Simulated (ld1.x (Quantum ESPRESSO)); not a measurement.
**revPBE ultrasoft dataset for Ca, scalar-relativistic all-electron reference.**

Ca, ultrasoft, made with ld1.x (Quantum ESPRESSO) 7.5 (revPBE, scalar-relativistic). Core [Ne], reference 3s2 3p6 3d0 4s1 4p0 (charge +1). Waves: 3s (bound): rcut 1.70, rcutus 2.15 bohr; 4s (bound): rcut 1.70, rcutus 2.15 bohr; 3p (bound): rcut 2.05, rcutus 2.60 bohr; 4p (bound, empty): rcut 2.05, rcutus 2.60 bohr; 3d (bound, empty): rcut 1.75, rcutus 2.30 bohr; 3d channel at 0.35 Ry: rcut 1.75, rcutus 2.30 bohr. Local part: all-electron potential smoothed inside 1.85 bohr (lloc = -1). Core correction: Bessel-smoothed model core inside 1.75 bohr. Augmentation charge: PSQ, inside the norm-conserving radii.

All-electron outer shells of the reference configuration (revPBE, scalar-relativistic, ld1.x):

```tsv
shell	level (eV)	outermost node (bohr)	outermost maximum (bohr)
2p	-341.69	–	0.25
3s	-54.04	0.45	0.99
3p	-34.88	0.42	1.04
4s	-8.87	1.42	3.17
3d	-8.26	–	1.24
4p	-5.88	1.60	3.83
```

What the tests gave:

* Configuration tests: test run stopped at test 5 of 7 (negative rho), 1 before it not solved; not counted: 3s2 3p6 3d0 4s0 4p2 (solver errors, printed error -719 eV)
* Lowest eigenvalue of the overlap operator: -509.94 (p channel); it is negative, so in a basis up to 400 Ry S is not positive definite and the file is unfit for use
* Density cutoff estimated by the generator: 132 Ry

The ghost test of this file was not conclusive. Its overlap operator is not positive definite in a basis up to 400 Ry (lowest eigenvalue p -509.94), so the file is unfit for use: the generalised eigenproblem breaks down once the basis is large enough, and its test numbers describe a broken file.

Generation and tests took about 1.4 s on one core of a shared server CPU.
